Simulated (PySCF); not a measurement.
## `C(C(=O)O)#CC(F)F`, C4H2F2O2

Cartesian coordinates in Å; atom numbers follow the order of the lines, from 1:
```xyz
10

O    -2.1857   -0.5376    1.6799
C    -1.8231   -0.2655    0.5699
O    -2.6312   -0.0840   -0.4718
C    -0.4333   -0.0926    0.1980
C     0.7428    0.0145   -0.0232
C     2.1538    0.1916   -0.3396
F     2.6427    1.3131    0.2392
F     2.3431    0.3269   -1.6737
H    -3.5587   -0.1960   -0.2082
H     2.7584   -0.6658    0.0069
```

Computed, not measured: quadratic response B3LYP/def2-SVPD first hyperpolarisability, Taylor convention, gas phase in PySCF 2.14.0. Geometry: GFN2-xTB.

**Question.** Give the tensor of the second harmonic β(−2ω;ω,ω) at 1550 nm in the axes of these coordinates.

**Answer.** In au, Taylor convention; rows are the first index (the induced dipole):
```
       xx     yy     zz     xy     xz    yz
x  +122.3   +2.5  -18.0  +28.6  -17.3  +7.0
y   +28.3  +18.6   +4.8   +2.7   +7.1  +5.7
z   -17.1   +5.8   -2.0   +7.1  -18.6  +4.7
```
Norm of βᵢ = ⅓ Σⱼ (βᵢⱼⱼ + βⱼᵢⱼ + βⱼⱼᵢ): 119.2 au, hyper-Rayleigh value 54.8 au.
